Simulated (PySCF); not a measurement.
Ranking problems on computed properties.

Each SMILES stands for a single optimised conformer of the isolated species, non-relativistic unless stated; the electronic structure was computed with PySCF and density fitting.

The conformers computed, where there is a choice (atom-mapped SMILES and torsion angles):
- `[CH3:1]/[N:2]=[CH:3]/[c:4]1[cH:5][cH:6][cH:7][cH:8][cH:9]1`: N2–C3–C4–C5 1°
- `[H]\[N:9]=[CH:8]/[CH:7]=[CH:6]\[CH:5]=[C:3](/[C:2]#[CH:1])[CH3:4]`: C3–C5–C6–C7 180°, C6–C7–C8–N9 180°
- `[H]/[N:2]=[CH:3]/[C@@H:4]1[C@H:5]2[C@H:6]([CH3:7])[C@:8]12[C:9]#[CH:10]`: N2–C3–C4–C5 -147°
- `[SiH3:1][O:2][SiH:3]1[CH2:4][CH2:5]1`: Si1–O2–Si3–C4 23°
- `[CH3:1][C@@H:2]1[S:3][C@@H:4]1[CH2:5][C:6]([F:7])([F:8])[F:9]`: S3–C4–C5–C6 -168°, C4–C5–C6–F7 61°
- `[CH3:1][S:2]/[CH:3]=[C:4](/[CH2:5][F:6])[CH:7]([F:8])[F:9]`: C1–S2–C3–C4 180°, C3–C4–C5–F6 0°, C3–C4–C7–F8 -121°
- `[cH:1]1[cH:2][cH:3][c:4]([CH:5]2[CH2:6][CH2:7]2)[n:8][cH:9]1`: C3–C4–C5–C6 146°

The conformers of `N#C[C@@]12C=C[C@@H](CC1)C2` aren't listed.

Question: Rank by lowest singlet excitation, lowest first (TDDFT PBE0/def2-SVPD at GFN2-xTB geometries).
A. `C/N=C/c1ccccc1`
B. `[H]/N=C/[C@@H]1[C@H]2[C@H](C)[C@@]21C#C`
C. `[SiH3]O[SiH]1CC1`
D. `[H]\N=C/C=C\C=C(\C)C#C`

Answer: D (4.00 eV), A (4.35 eV), B (5.07 eV), C (5.50 eV).

Give the two extremes of that set as wavelengths.

`[H]\N=C/C=C\C=C(\C)C#C`: 310 nm; `[SiH3]O[SiH]1CC1`: 225 nm.

Question: Rank by HOMO–LUMO gap, highest first (PBE0/def2-SVPD at GFN2-xTB geometries).
A. `C[C@@H]1[C@H]2[C@H]3C[C@]1(C#N)[C@H]32`
B. `C/N=C/C1=CC=CC=C1`
C. `N#C[C@@]12C=C[C@@H](CC1)C2`
D. `[C@@H]1([C@]2(C#C)[C@@H]1[C@@H]2C)/C=N/[H]`
E. `C[C@@H]1S[C@@H]1CC(F)(F)F`

Answer: A (8.16 eV), C (7.33 eV), E (6.62 eV), D (6.40 eV), B (5.67 eV).

Question: Rank by electronic spatial extent ⟨r²⟩ about the centre of nuclear charge, highest first (PBE0/def2-SVPD at GFN2-xTB geometries).
A. `[H]/N=C/[C@@H]1[C@H]2[C@H](C)[C@@]21C#C`
B. `C[C@@H]1S[C@@H]1CC(F)(F)F`
C. `CS/C=C(/CF)C(F)F`
D. `C/N=C/C1=CC=CC=C1`

Answer: C (1747 bohr²), B (1536 bohr²), D (1451 bohr²), A (1320 bohr²).

Give the two extremes of that set in Å².

`[H]/N=C/[C@@H]1[C@H]2[C@H](C)[C@@]21C#C`: 370 Å²; `CS/C=C(/CF)C(F)F`: 489 Å².

Question: Rank by lowest triplet excitation (Tamm–Dancoff), highest first (TDA PBE0/def2-SVPD at GFN2-xTB geometries).
A. `c1ccc(C2CC2)nc1`
B. `[H]/N=C/[C@@H]1[C@H]2[C@H](C)[C@@]21C#C`
C. `C[C@@H]1[C@H]2[C@H]3C[C@]1(C#N)[C@H]32`
D. `[H]\N=C/C=C\C=C(\C)C#C`
E. `CS/C=C(/CF)C(F)F`
F. `C1C[SiH]1O[SiH3]`
G. `C[C@@H]1S[C@@H]1CC(F)(F)F`

Answer: C (6.07 eV), F (5.25 eV), G (4.43 eV), B (4.25 eV), A (4.15 eV), E (3.54 eV), D (2.29 eV).

Give the two extremes of that set in kJ/mol.

`[H]\N=C/C=C\C=C(\C)C#C`: 221 kJ/mol; `C[C@@H]1[C@H]2[C@H]3C[C@]1(C#N)[C@H]32`: 586 kJ/mol.

Question: Rank by static isotropic polarisability, highest first (PBE0/def2-SVPD at GFN2-xTB geometries).
A. `C(/C=N\[H])=C/C=C(\C#C)C`
B. `C[C@@H]1S[C@@H]1CC(F)(F)F`
C. `C1=CC=C(C2CC2)N=C1`
D. `[SiH3]O[SiH]1CC1`
E. `[H]/N=C/[C@@H]1[C@H]2[C@H](C)[C@@]21C#C`
F. `C/N=C/C1=CC=CC=C1`

Answer: A (124.5 au), F (106.1 au), E (99.6 au), C (96.3 au), B (80.5 au), D (76.9 au).

By how much do the two ends of that ranking differ?

By 47.6 au, between `[H]\N=C/C=C\C=C(\C)C#C` and `[SiH3]O[SiH]1CC1`.

Question: Rank by dipole moment, lowest first (PBE0/def2-SVPD at GFN2-xTB geometries).
A. `C[C@@H]1[C@H]2[C@H]3C[C@]1(C#N)[C@H]32`
B. `[SiH3]O[SiH]1CC1`
C. `S(C)/C=C(/CF)C(F)F`
D. `C[C@@H]1S[C@@H]1CC(F)(F)F`
E. `c1ccc(C2CC2)nc1`
F. `[H]/N=C/[C@@H]1[C@H]2[C@H](C)[C@@]21C#C`

Answer: B (0.33 D), D (0.94 D), E (1.59 D), F (2.27 D), C (2.92 D), A (4.39 D).

Give the two extremes of that set in atomic units.

`[SiH3]O[SiH]1CC1`: 0.13 au; `C[C@@H]1[C@H]2[C@H]3C[C@]1(C#N)[C@H]32`: 1.73 au.
